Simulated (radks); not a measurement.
The numbers below are computed, except where a source is named.
Q: These are the eigenvalues of the occupied orbitals of an atom or ion with whole-number occupations (hartree). Level of theory: scalar-relativistic Kohn-Sham, r2SCAN, spin-polarised, spherical densities, finite nucleus; meta-GGA in the generalised Kohn-Sham scheme; Fermi nuclear charge, rms radius of each element as measured or else 0.836 A^(1/3) + 0.57 fm (a radial shooting solver on a logarithmic mesh with Libxc functionals).

| orbital | eigenvalue |
|---|---|
| 1s down | -2736.554 |
| 1s up | -2736.553 |
| 2s up | -493.3302 |
| 2s down | -493.3286 |
| 2p up | -431.9916 |
| 2p down | -431.9898 |
| 3s up | -129.7583 |
| 3s down | -129.5942 |
| 3p up | -111.6574 |
| 3p down | -111.4920 |
| 3d up | -91.39414 |
| 3d down | -91.26856 |
| 4s up | -41.90908 |
| 4s down | -41.64307 |
| 4p up | -35.82012 |
| 4p down | -35.56456 |
| 4d up | -28.23801 |
| 4d down | -27.98277 |
| 4f up | -19.80112 |
| 4f down | -19.52665 |

Which element is it, and in what charge state? The configuration may be excited. Open shells, if any, are filled with parallel spins first.

A: Z = 76, osmium, charge +20: Os20+ in [Kr] 4d10 4f10. The list shows which subshells hold electrons but not how many an open one holds; the 1s level, -2736.6 hartree, gives Z - s = 74.0 by -(Z - s)^2/2, which with screening and relativity narrows Z to a few neighbours, and the depths of the outer levels then fix element, charge and occupations together.
